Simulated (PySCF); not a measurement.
**Ag(2+): ionisation energy**

Ag(2+) [Kr] 4d9 (2D) → Ag(3+) [Kr] 4d8 (3F), as a difference of total energies. All numbers are calculated (PySCF 2.14, scalar relativity through the core potential, in aug-cc-pwCVDZ-PP with ECP28MDF (6s6p5d3f, 70 functions)). Correlated levels: valence: 4s2 4p6 frozen. The calculations carry no spin-orbit coupling.

```csv
method,ionisation energy (eV)
UHF,32.868
MP2 (valence),34.681
SCS-MP2 (valence),34.552
CCSD (valence),34.424
CCSD(T) (valence),34.486
```

**Question.** How much does correlation contribute at CCSD(T) (valence)?

**Answer.** 34.486 − (32.868) = 1.618 eV, measured against UHF.

The reference lies between the lowest fine-structure levels, while these numbers refer to the centres of the terms.

Errors of the correlated levels include the incompleteness of this basis and the frozen core.

For comparison: 34.8 ± 0.3 eV (semi-empirical (NIST evaluation); NIST Atomic Spectra Database, ionization energies).
